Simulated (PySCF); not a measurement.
Se(Br)(OSiH3) (BrH₃OSeSi), SMILES [SiH3]O[Se]Br.

Coordinates come from a r2SCAN-D4/def2-SVP optimisation. This is a generated structure with no PubChem entry under its InChIKey; it may be hypothetical. One conformer was computed; it need not be the lowest.

Two levels are set side by side: PBE/def2-TZVP (PySCF) and PBE0/def2-TZVP (PySCF). Same geometry, gas phase. Differences are taken from unrounded values.

```tsv
quantity	PBE0	PBE	PBE minus PBE0
orbital gap (eV)	4.22	2.14	-2.08
highest occupied level (eV)	-6.76	-5.51	1.24
lowest empty level (eV)	-2.54	-3.37	-0.83
dipole moment (D)	1.24	1.18	-0.06
mean polarisability (bohr³)	75.0	77.6	2.6
```

PBE's occupied levels lie high since its potential decays too fast outside the molecule; exact exchange lowers them and widens the gap. Loosely held outer electrons make PBE densities more polarisable. Differences between two approximate levels are no errors against the true value.

Rough cost on one machine, each run with all the roots and properties that it gave: PBE0 against PBE within a factor of 2.
